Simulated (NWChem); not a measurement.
# Basis-set convergence for H2ClFOSi

```xyz
6

O      1.4843    -0.9375    -0.3395
Si    -0.0788    -0.5669    -0.0334
F     -0.9046    -0.4039    -1.4099
Cl    -0.2362     1.2357     0.9335
H      2.0479    -0.2803    -0.7595
H     -0.6632    -1.6559     0.7624
```
Charge 0, spin multiplicity 1.

All runs are NWChem calculations. The geometry was optimised at PBE0/def2-SVP, a minimum by its harmonic frequencies. It is one conformer; others weren't searched.

Quantity: dipole moment at the level B3LYP.

B3LYP has NWChem's definition, with VWN1-RPA local correlation. The Pople sets run with spherical d functions. The structure started from a generated list of species.

```csv
basis,functions,dipole moment (D)
STO-3G,30,…
3-21G,48,…
def2-SVP,74,1.19
6-31+G*,84,1.11
6-311G**,100,…
def2-SVPD,113,1.07
aug-cc-pVDZ,118,1.06
6-311++G**,118,1.09
def2-TZVPD,187,1.06
aug-cc-pVTZ,238,1.05
```

Q: Complete the blanks.

A: 
- STO-3G, dipole moment (D): 2.02
- 3-21G, dipole moment (D): 1.48
- 6-311G**, dipole moment (D): 1.22
